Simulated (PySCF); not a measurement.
C3H8AlCl, SMILES C[CH2][Al]([Cl])[CH3]. Heavy atoms are numbered as in [Al:1]([Cl:2])([CH3:3])[CH2:7][CH3:8]. Hydrogens are named by the atom that carries them.

The structure is a stationary point at B3LYP-D3(BJ)/def2-SVP. Other conformers were not sampled.

Calculation: PBE/def2-TZVP (PySCF).

ESP charges are fitted to the potential on shells at 1.4 to 2.0 van der Waals radii. Atomic charges (e), one atom of each kind:

| atom | meta-Löwdin | Löwdin | ESP fit |
|---|---|---|---|
| Al1 | 0.83 | -0.11 | ? |
| Cl2 | -0.34 | 0.27 | ? |
| C3 (CH3) | -0.66 | -0.49 | ? |
| H on C3 | 0.14 | 0.15 | ? |
| C7 (CH2) | -0.49 | -0.43 | -0.15 |
| C8 (CH3) | -0.33 | -0.34 | -0.20 |
| H on C7 | 0.12 | 0.16 | 0.03 |
| H on C8 | 0.11 | 0.12 | 0.04 |

Problem. Complete the blanks. (Estimate from the structure and the level; the computed values follow.)

Solution. 
- Al1, ESP fit: 0.75
- Cl2, ESP fit: -0.32
- C3 (CH3), ESP fit: -0.86
- H on C3, ESP fit: 0.20
